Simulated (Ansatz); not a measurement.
NbSeF3⁻. Total charge -1; doublet. Geometry r2SCAN-D4/def2-SVP, that of the neutral singlet; atoms count from 1.

Cartesian coordinates in Å:
```
Nb -0.002 0.096 0.048
Se 0.043 -1.940 -0.970
F -1.773 0.556 0.347
F 0.813 1.325 -1.075
F 0.919 -0.037 1.651
```

In the def2 sets Nb takes a core potential; there is no spin–orbit coupling. The highest occupied level of the charge -1 doublet lies above zero (up to 0.77 eV). By energy differences its removal costs 1.11 eV (vertical, to the charge 0 singlet, at PBE0-D4/def2-TZVPD); a positive level beside a positive removal energy at the same level points to self-interaction error.

(1) Estimate the Mulliken populations from the PBE0/def2-TZVPD orbitals of Ansatz.

(2) Where does the spin sit?

(3) And the Mayer bond orders between bonded heavy atoms (over 0.3)?

Results:

(1) 
```json
{"atom": "Nb1", "charge (e)": "1.81", "spin (α − β)": "0.90", "d electrons": "2.86"}
{"atom": "Se2", "charge (e)": "-0.87", "spin (α − β)": "0.06", "d electrons": "–"}
{"atom": "F3", "charge (e)": "-0.65", "spin (α − β)": "0.01", "d electrons": "–"}
{"atom": "F4", "charge (e)": "-0.65", "spin (α − β)": "0.01", "d electrons": "–"}
{"atom": "F5", "charge (e)": "-0.64", "spin (α − β)": "0.01", "d electrons": "–"}
```
Mulliken values and Mayer orders depend strongly on the basis. With diffuse functions, as here, like atoms can get unlike values, and bond orders can come out too low or too high.

(2) Summed by element: Nb 0.90, Se 0.06, F 0.04, of 1 unpaired in all. Largest on single atoms: Nb1 0.90, Se2 0.06, F4 0.01.

(3) Nb1–Se2 1.75 (2.28 Å); Nb1–F3 0.54 (1.85 Å); Nb1–F4 0.54 (1.85 Å); Nb1–F5 0.54 (1.85 Å).
